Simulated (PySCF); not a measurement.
# Correlation energy of N³⁺ (nitrogen, charge +3)

[He] 2s2, closed-shell 1S. Calculation: PySCF 2.14, in aug-cc-pCVQZ-DK; scalar relativity by spin-free X2C-1e. Frozen: nothing; 4 electrons correlated.

MP2 pair energies summed by pair of shells (mhartree):

```csv
pair,energy,share (%)
2s-2s,-53.16,51.9
1s-1s,-39.38,38.4
1s-2s,-9.94,9.7
```

Total MP2 correlation energy: -102.48 mhartree.

Same-spin part -2.57 and opposite-spin part -99.90 mhartree; SCS-MP2 scales them by 1/3 and 6/5 to -120.74 mhartree.

MP2 falls well short for the outer s pair, which is nearly degenerate with np².
